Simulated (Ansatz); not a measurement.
System: C2H6BO, charge 0, multiplicity 2. It need not be the lowest isomer of its formula. SMILES: O(C)[B]C
Structure (B3LYP-D3(BJ)/def2-TZVP (Ansatz, an electronic-structure program) minimum search):
```
B
O 1 1.3320
C 2 1.4290 1 124.24
H 3 1.0898 2 108.38 1 -120.76
H 3 1.0898 4 109.26 2 117.91
H 3 1.0907 4 109.97 5 120.78
C 1 1.5611 2 124.08 3 180.00
H 7 1.0932 1 110.40 2 -121.50
H 7 1.0932 8 106.11 1 119.63
H 7 1.0956 8 108.75 9 116.83
```
Charge 0, spin multiplicity 2.

Computed values are from Ansatz. Cores are frozen in the correlated levels unless marked. UHF or UKS for open shells. No spin-orbit coupling. Non-relativistic. CBS(X,Y): correlation extrapolated as X^-3; Hartree-Fock from the larger set.

```json
{
  "atomisation energy De": "3821.2 kJ/mol at CCSD(T)/CBS(cc-pVTZ,cc-pVQZ)",
  "total_energy": "-179.6401 Eh at CCSD(T)/CBS(cc-pVTZ,cc-pVQZ)",
  "dipole_moment": "1.14 D at CCSD(T)/aug-cc-pVDZ",
  "T1 diagnostic": "0.014 at CCSD/def2-QZVPP"
}
```
